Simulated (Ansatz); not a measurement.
Gas-phase electronic energies from Ansatz, PBE0-D4/def2-TZVP geometries. CCSD(T)/CBS is the MP2 limit (def2-TZVPP, def2-QZVPP) plus CCSD(T) − MP2 in def2-TZVPP, frozen cores. This one scheme is used for every species. DFT in def2-TZVPP. B3LYP here is the variant with VWN-RPA as its local correlation; programs differ in this. HSE06 is defined as in plane-wave codes. One conformer a species, not always the lowest.

Reaction (cleavage of the Al–Si bond): `[CH3][AlH][SiH3]` + `[NH2][AlH2]` → `[CH3][AlH][NH][AlH2]` + SiH₄

```tsv
level	ΔE (kcal/mol)	difference from CCSD(T)/CBS
LDA (SPW92)	-19.9	3.7
PBE-D4	-19.2	4.4
revPBE-D4	-19.6	4.0
BLYP-D4	-23.2	0.4
r2SCAN-D4	-22.8	0.8
B97M-V	-22.8	0.8
PBE0-D4	-20.1	3.5
B3LYP-D4	-23.6	0.0
r2SCANh-D4	-22.8	0.8
r2SCAN0-D4	-22.9	0.7
HSE06-D4	-20.0	3.6
CAM-B3LYP-D4	-24.5	-0.9
ωB97M-V	-24.6	-1.0
B2PLYP	-24.3	-0.7
PBE-QIDH	-22.7	0.9
PBE	-18.6	5.0
revPBE	-17.9	5.7
r2SCAN	-22.6	1.0
PBE0	-19.6	4.0
r2SCANh	-22.7	0.9
r2SCAN0	-22.7	0.9
HSE06	-19.6	4.0
BHLYP	-24.1	-0.5
CAM-B3LYP	-23.9	-0.3
LC-ωPBE	-21.2	2.4
RPA@PBE/def2-TZVPP	-24.2	-0.6
HF/def2-SVP	-25.7	-2.1
MP2/def2-SVP	-27.3	-3.7
CCSD(T)/def2-SVP	-25.4	-1.8
HF/def2-TZVPP	-25.1	-1.5
MP2/def2-TZVPP	-26.3	-2.7
SCS-MP2/def2-TZVPP	-26.3	-2.7
CCSD/def2-TZVPP	-24.0	-0.4
CCSD(T)/def2-TZVPP	-24.1	-0.5
HF/def2-QZVPP	-25.3	-1.7
MP2/def2-QZVPP	-26.1	-2.5
SCS-MP2/def2-QZVPP	-26.1	-2.5
HF/CBS(def2)	-25.3	-1.7
MP2/CBS(def2)	-25.8	-2.2
CCSD/CBS(def2)	-23.5	0.1
CCSD(T)/CBS	-23.6	0
```

Largest T1 diagnostic among the species: 0.011.

The D4 term adds −0.9 kcal/mol with B3LYP and −0.5 kcal/mol with PBE0; it sums over pairs of atoms, weighted by their polarisabilities, and B3LYP, whose exchange is more repulsive, gets the larger term. From BLYP to BHLYP (50 % exact exchange), in def2-TZVPP and without D4, ΔE moves by −2.2 kcal/mol. At CCSD(T), def2-SVP lies −1.8 kcal/mol from the extrapolated value and def2-TZVPP −0.5 kcal/mol.
